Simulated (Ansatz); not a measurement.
# Ligand exchange: C2Cl4F2 + SnH2(CH3)F → C2Cl3F3 + SnH2(CH3)Cl

Species: C2Cl4F2 (1,1,1,2-tetrachloro-2,2-difluoroethane) `FC(F)(Cl)C(Cl)(Cl)Cl`, singlet; SnH2(CH3)F, singlet; C2Cl3F3 (1,1,1-trichlorotrifluoroethane) `FC(F)(F)C(Cl)(Cl)Cl`, singlet; SnH2(CH3)Cl, singlet. The partners trade Cl for F: C–Cl and Sn–F bonds give way to C–F and Sn–Cl.

Shapes, held fixed at every level: PBE0-D4/def2-TZVP. Programs: Ansatz 0.2.0. The zero-point and thermal change to 298 K, harmonic and unscaled (PBE0-D4/def2-TZVP), is +3.2 kJ/mol.

(1) Estimate ΔH(298 K) of this reaction.

Results:

(1) The highest level, CCSD(T)/def2-TZVPP, gives ΔH(298 K) = -70.8 kJ/mol; the levels span -120.6 to -64.2. The column of differences is taken from that level and isn't an error. No measured value is set beside it here. For atoms past krypton def2 sets carry core potentials with scalar relativity. Outer-core shells of Sn are correlated, in sets that cover them unevenly.

| level | kind | ΔH(298 K) (kJ/mol) | less CCSD(T)/def2-TZVPP |
| --- | --- | --- | --- |
| HF/def2-SVP | Hartree–Fock | -120.6 | -49.8 |
| r2SCAN-D4/def2-TZVPP | meta-GGA | -68.9 | +1.9 |
| B3LYP-D4/def2-TZVPP | global hybrid | -65.0 | +5.8 |
| wB97X-V/def2-TZVPP | range-separated hybrid | -68.5 | +2.3 |
| MP2/def2-TZVPP | perturbation theory | -64.2 | +6.6 |
| CCSD(T)/def2-SVP | coupled cluster or CI | -84.3 | -13.5 |
| CCSD/def2-TZVPP | coupled cluster or CI | -76.1 | -5.3 |
| CCSD(T)/def2-TZVPP | coupled cluster or CI | -70.8 | 0.0 |
